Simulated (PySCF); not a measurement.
Input for PySCF: R-HF/STO-3G on H2SeTe (SMILES [SeH][TeH]), a point of a torsion scan.

```python
from pyscf import gto, scf, dft, mp
from pyscf.data.elements import chemcore

mol = gto.M(
    atom='''
    Se   -1.19772747    0.71102345    0.43789139
    Te    1.16886246    0.56443592   -0.39343349
    H    -1.65503375   -0.43788838   -0.29852827
    H     1.30096254    2.19113860   -0.25907498
    ''',
    basis='sto-3g',
    charge=0, spin=0, verbose=3, max_memory=1800)
mf = scf.RHF(mol)
mf.conv_tol = 1e-8
mf.max_cycle = 100
mf.kernel()
if not mf.converged:
    mf = mf.newton().run(mf.mo_coeff, mf.mo_occ)
```

Output:

```
converged SCF energy = -8921.8537439896
```

The calculation finished and met its thresholds.

Cost: roughly 0.6 core-seconds.
